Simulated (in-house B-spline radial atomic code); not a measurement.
A fraction x of an electron is moved 3s → 3p in the phosphorus ion P⁺, starting from [Ne] 3s2 3p2 and keeping the highest spin. Level of theory: non-relativistic LDA VWN5, spin-polarised, spherical fractional occupations, point nucleus; calculated with a B-spline radial code for spherical atoms.

```csv
x,E(x) - E(0) (eV),3s down level (eV),3p up level (eV)
0,0.0000,-22.011,-15.015
0.125,0.8579,-21.888,-15.159
0.25,1.6819,-21.753,-15.298
0.375,2.4713,-21.605,-15.431
0.5,?,?,?
0.625,?,?,?
0.75,4.6205,-21.058,-15.798
0.875,5.2546,-20.779,-15.912
1,5.8239,-,-16.024
```

Task: What belongs in the row x = 0.5?

Result: An energy change of 3.2251 eV; 3s down at -21.445 eV, 3p up at -15.559 eV.

Task: What belongs in the row x = 0.625?

Result: An energy change of 3.9423 eV; 3s down at -21.266 eV, 3p up at -15.681 eV.

Task: Check Janak's theorem between x = 0.125 and 0.25.

Result: The slope of the energy is 6.59 eV; the orbital levels give 6.59 eV (ε of the receiving orbital less ε of the emptying one, averaged over the two points).
